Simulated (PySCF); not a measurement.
Charge on either side of a bond

C₄H₁₀OSi.
Numbering: `[CH2:1]=[CH:2][O:3][SiH:4]([CH3:5])[CH3:6]` (hydrogens: H7, H8 on C1; H9 on C2; H10 on Si4; H11, H12, H13 on C5; H14, H15, H16 on C6)

Geometry (GFN2-xTB, Å), atoms numbered from 1 in this order:
```xyz
16
C4H10OSi angstrom
C      3.041    0.152    0.494
C      1.791   -0.141    0.810
O      0.738    0.459    0.224
Si    -0.866    0.142    0.290
C     -1.244   -1.588   -0.407
C     -1.599    1.525   -0.771
H      3.268    0.885   -0.259
H      3.863   -0.335    0.983
H      1.551   -0.881    1.566
H     -1.329    0.209    1.686
H     -2.310   -1.786   -0.437
H     -0.861   -1.697   -1.419
H     -0.786   -2.368    0.197
H     -2.678    1.429   -0.824
H     -1.213    1.501   -1.785
H     -1.374    2.503   -0.358
```

Atomic charges (e) from the PBE0/pcSseg-1 density (PySCF):

| atom | Mulliken | IAO | Hirshfeld | ESP-fitted |
| --- | --- | --- | --- | --- |
| C1 | -0.2186 | -0.3880 | -0.1449 | -0.5869 |
| C2 | +0.0938 | +0.0683 | +0.0286 | +0.0709 |
| O3 | -0.5828 | -0.5849 | -0.1943 | -0.3560 |
| Si4 | +0.9384 | +1.1539 | +0.4399 | +0.9691 |
| C5 | -0.6477 | -0.7441 | -0.2191 | -0.7125 |
| C6 | -0.6307 | -0.7327 | -0.2162 | -0.7782 |
| H7 | +0.1181 | +0.1579 | +0.0434 | +0.2297 |
| H8 | +0.1156 | +0.1566 | +0.0456 | +0.2091 |
| H9 | +0.0938 | +0.1278 | +0.0468 | +0.1233 |
| H10 | -0.1133 | -0.1646 | -0.0907 | -0.2096 |
| H11 | +0.1366 | +0.1588 | +0.0435 | +0.1618 |
| H12 | +0.1429 | +0.1580 | +0.0436 | +0.1767 |
| H13 | +0.1375 | +0.1556 | +0.0412 | +0.1551 |
| H14 | +0.1309 | +0.1540 | +0.0409 | +0.1796 |
| H15 | +0.1419 | +0.1606 | +0.0459 | +0.1897 |
| H16 | +0.1436 | +0.1628 | +0.0458 | +0.1781 |

Question: Cut each of the bonds C1–C2, C2–O3, O3–Si4 and C5–Si4 in turn and sum the charges on the side of the atom named first.

Answer: In e; the other side holds the opposite charge:

```tsv
bond cut	piece	atoms	Mulliken	IAO	Hirshfeld	ESP-fitted
C1–C2	CH2	3	+0.015	-0.074	-0.056	-0.148
C2–O3	C2H3	5	+0.203	+0.123	+0.020	+0.046
O3–Si4	C2H3O	6	-0.380	-0.462	-0.175	-0.310
C5–Si4	CH3	4	-0.231	-0.272	-0.091	-0.219
```

Extremes among these pieces. Mulliken: lowest C2H3O at O3, highest C2H3 at C2; IAO: lowest C2H3O at O3, highest C2H3 at C2; Hirshfeld: lowest C2H3O at O3, highest C2H3 at C2; ESP-fitted: lowest C2H3O at O3, highest C2H3 at C2.

Question: Do the schemes agree better on the pieces than on the single atoms at the cuts?

Answer: The spread between schemes averages 0.204 e for the pieces and 0.356 e for the atoms named first; it is smaller for the piece at 3 of the 4 cuts. On average they agree better on the pieces.

The structure is a single GFN2-xTB conformer in the gas phase; no vibrational or solvent corrections.
